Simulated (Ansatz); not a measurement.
The same path of CH₆OSn (9 atoms, charge 0, multiplicity 1) was run 3 times with different band settings. Lost on the way: Sn1–C2, Sn1–H6. Made: C2–H6.

These are results of Ansatz, RKS B3LYP/def2-SVP, not measurements.

Relaxed end points:

```xyz
9
Properties=species:S:1:pos:R:3
Sn 0.360 0.072 0.085
C 1.022 0.003 2.149
H 0.150 0.055 2.816
H 1.572 -0.929 2.344
H 1.683 0.858 2.353
H 1.684 -0.127 -1.010
H -0.554 1.483 -0.266
O -0.974 -1.391 -0.249
H -0.566 -2.268 -0.236
```

```xyz
9
Properties=species:S:1:pos:R:3
Sn -1.149 0.079 -2.054
C 2.039 -0.349 2.266
H 1.285 -0.373 1.465
H 2.053 -1.314 2.794
H 1.799 0.452 2.981
H 3.032 -0.161 1.833
H -2.898 0.203 -1.590
O -0.537 -0.372 -0.183
H -1.247 -0.411 0.473
```

Common settings: movable images 9; climbing image yes; optimiser quadratic models (default); start path through a guess of the saddle point; iteration limit 60; end points relaxed.

| run | spring | force threshold |
| --- | --- | --- |
| 1 | 5.0 eV/Å² | 0.05 eV/Å |
| 2 | 5.0 eV/Å² | 0.5 eV/Å |
| 3 | 0.5 eV/Å² | 0.05 eV/Å |

(1) What does each run give, and how far can it be trusted?

Answers

(1) Run 1: converged after 35 iterations, highest image 2.409 eV above the first end. Neighbouring images differ by up to 2.7 eV, so the band resolves the path poorly. A vibrational analysis at the climbing image gives one clearly imaginary mode, 1079i cm⁻¹: a first-order saddle point.
Run 2: converged after 13 iterations, highest image 2.440 eV above the first end. The threshold of 0.5 eV/Å is loose, so the images may lie well off the minimum-energy path. Neighbouring images differ by up to 2.7 eV, so the band resolves the path poorly. The order of the stationary point at the top wasn't checked.
Run 3: converged after 32 iterations, highest image 2.408 eV above the first end. Beside the main top the profile has a ripple of under 15 meV (maxima at images 1, 4), which may be a very shallow well or noise. Neighbouring images differ by up to 2.8 eV, so the band resolves the path poorly. Another band between the same ends (9 images) ends at a top of the same energy, where a vibrational analysis finds 1 clearly imaginary mode.
The orbitals stay closed-shell, which can raise the energy where a bond breaks towards radicals; this wasn't checked here.
